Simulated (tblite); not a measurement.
Species: C6H14BNSi.
Bonds: B1–N2, N2–C3, C3–Si4, N2–C5, C5–C6, C6–C7 (double), C5–C8, C8–C9 (double). Hydrogens: H10, H11 on B1; H12, H13 on C3; H14, H15, H16 on Si4; H17 on C5; H18 on C6; H19, H20 on C7; H21 on C8; H22, H23 on C9.

Computed with GFN2-xTB (tblite), gas phase: L-BFGS steps from a force-field or distance-geometry start until the largest atomic force falls under 0.01 eV/Å.

The end geometry, which sets the zero of energy:
```
atom  x, y, z in Å
B1      1.0128    0.9295   -1.8571
N2      0.5834    0.5879   -0.5928
C3      1.4538    0.7042    0.5702
Si4     2.6434   -0.7833    0.7438
C5     -0.7738    0.1171   -0.3333
C6     -0.8275   -1.1104    0.5401
C7     -1.2219   -2.2931    0.1078
C8     -1.6115    1.1960    0.3095
C9     -2.8775    1.4142    0.0106
H10     2.1009    1.3450   -1.9927
H11     0.2844    0.8130   -2.7682
H12     0.8561    0.8352    1.4746
H13     2.0476    1.6149    0.4618
H14     3.5137   -0.5120    1.8926
H15     1.8930   -2.0164    0.9828
H16     3.4317   -0.9102   -0.4788
H17    -1.2128   -0.1350   -1.3030
H18    -0.5557   -0.9731    1.5779
H19    -1.5085   -2.4548   -0.9182
H20    -1.2741   -3.1496    0.7590
H21    -1.1146    1.7977    1.0589
H22    -3.4541    2.1839    0.4949
H23    -3.3937    0.8263   -0.7304
```

Question: These geometries come from the run, each turned onto the end geometry. Order them by energy, lowest first.
A.
```
atom  x, y, z in Å
B1      1.0192    0.7402   -1.8223
N2      0.5156    0.3902   -0.5874
C3      1.3183    0.4354    0.6296
Si4     2.8409   -0.7202    0.6165
C5     -0.9099    0.1558   -0.3796
C6     -1.1911   -1.0252    0.5261
C7     -1.0203   -2.2799    0.1548
C8     -1.5800    1.4039    0.1429
C9     -2.8875    1.5810    0.1657
H10     2.1489    1.0360   -1.9203
H11     0.2987    0.7587   -2.7480
H12     0.6927    0.1606    1.4828
H13     1.6529    1.4630    0.8112
H14     3.5613   -0.4416    1.8672
H15     2.3822   -2.1108    0.5852
H16     3.7430   -0.4944   -0.5113
H17    -1.3244   -0.0771   -1.3657
H18    -1.5653   -0.7903    1.5141
H19    -0.6626   -2.5379   -0.8279
H20    -1.2230   -3.1044    0.8159
H21    -0.9127    2.1714    0.5129
H22    -3.3337    2.4834    0.5489
H23    -3.5681    0.8291   -0.2014
```
B.
```
atom  x, y, z in Å
B1      1.0173    0.7582   -1.8846
N2      0.5479    0.5391   -0.6078
C3      1.4009    0.6914    0.5666
Si4     2.6334   -0.7544    0.7885
C5     -0.8363    0.1553   -0.3417
C6     -0.9079   -1.1008    0.4953
C7     -1.0665   -2.3035   -0.0286
C8     -1.5996    1.2837    0.3066
C9     -2.8948    1.4917    0.1628
H10     2.1297    1.0978   -2.0281
H11     0.2920    0.6249   -2.7963
H12     0.7854    0.8033    1.4609
H13     1.9604    1.6250    0.4655
H14     3.4802   -0.4401    1.9466
H15     1.9005   -1.9991    1.0329
H16     3.4573   -0.8819   -0.4095
H17    -1.2969   -0.0570   -1.3119
H18    -0.8311   -0.9752    1.5684
H19    -1.1539   -2.4560   -1.0955
H20    -1.0945   -3.1925    0.5806
H21    -1.0161    1.9596    0.9168
H22    -3.3917    2.3132    0.6517
H23    -3.5206    0.8444   -0.4293
```
C.
```
atom  x, y, z in Å
B1      1.0433    0.8175   -1.8884
N2      0.5779    0.5739   -0.6140
C3      1.4320    0.7277    0.5577
Si4     2.6342   -0.7381    0.8112
C5     -0.7932    0.1484   -0.3522
C6     -0.8567   -1.1135    0.4723
C7     -1.1963   -2.2874   -0.0253
C8     -1.5961    1.2244    0.3374
C9     -2.8853    1.4171    0.1346
H10     2.1487    1.1830   -2.0304
H11     0.3267    0.6685   -2.8044
H12     0.8200    0.8713    1.4506
H13     2.0165    1.6432    0.4362
H14     3.5566   -0.3633    1.8885
H15     1.8972   -1.9403    1.2035
H16     3.3692   -0.9879   -0.4246
H17    -1.2493   -0.0594   -1.3243
H18    -0.6256   -1.0110    1.5238
H19    -1.4389   -2.4115   -1.0679
H20    -1.2462   -3.1723    0.5869
H21    -1.0578    1.8414    1.0441
H22    -3.4371    2.1802    0.6567
H23    -3.4446    0.8150   -0.5620
```
D.
```
atom  x, y, z in Å
B1      0.9721    0.8010   -1.7695
N2      0.5438    0.0449   -0.5987
C3      1.3084    0.3594    0.6046
Si4     2.8959   -0.6886    0.6185
C5     -0.9071    0.0523   -0.4053
C6     -1.3314   -1.0864    0.5021
C7     -1.1837   -2.3563    0.1772
C8     -1.4417    1.3713    0.1069
C9     -2.7239    1.6706    0.1861
H10     0.8661    1.9816   -1.7799
H11     1.4021    0.2193   -2.6944
H12     0.6998    0.1121    1.4780
H13     1.5590    1.4301    0.6699
H14     3.6424   -0.3523    1.8367
H15     2.5593   -2.1091    0.6364
H16     3.7464   -0.3758   -0.5349
H17    -1.3438   -0.1380   -1.3952
H18    -1.7603   -0.8005    1.4558
H19    -0.7457   -2.6384   -0.7654
H20    -1.4930   -3.1579    0.8282
H21    -0.7026    2.0920    0.4213
H22    -3.0806    2.6209    0.5455
H23    -3.4864    0.9748   -0.1139
```
E.
```
atom  x, y, z in Å
B1      1.0004    0.6917   -1.8927
N2      0.5062    0.4896   -0.6222
C3      1.3468    0.5950    0.5660
Si4     2.6519   -0.7980    0.6844
C5     -0.8966    0.1969   -0.3537
C6     -1.0642   -1.0287    0.5225
C7     -0.8358   -2.2537    0.0891
C8     -1.6025    1.3841    0.2539
C9     -2.9107    1.5544    0.2149
H10     2.1307    0.9735   -2.0262
H11     0.2836    0.5894   -2.8148
H12     0.7150    0.5784    1.4567
H13     1.8541    1.5648    0.5588
H14     3.2910   -0.6922    2.0002
H15     1.9947   -2.0967    0.5524
H16     3.6706   -0.6492   -0.3520
H17    -1.3614   -0.0235   -1.3203
H18    -1.3953   -0.8537    1.5375
H19    -0.5097   -2.4369   -0.9216
H20    -0.9534   -3.1162    0.7228
H21    -0.9710    2.1120    0.7457
H22    -3.3870    2.4053    0.6714
H23    -3.5625    0.8408   -0.2630
```

Answer: C (0.005 eV), B (0.016 eV), E (0.038 eV), A (0.085 eV), D (1.332 eV).

In the order of the answer:

```csv
step,E above end (eV),largest force (eV/Å),rms force component (eV/Å),rms distance from end (Å),rms bond change (Å),bond most changed (Å)
169,0.005,0.02,0.005,0.124,0.000,C5–C6 +0.001
138,0.016,0.12,0.029,0.185,0.002,C7–H19 +0.004
94,0.038,0.04,0.011,0.396,0.002,C5–C6 +0.008
51,0.085,0.07,0.022,0.459,0.002,C5–C6 +0.007
12,1.332,0.21,0.049,0.664,0.018,B1–N2 +0.080
```

What follows is the cost of the whole relaxation. On one thread, Arm Neoverse N1 (aarch64), shared host with 64 logical CPUs at a one-minute load of 57, this took 3.4 s.
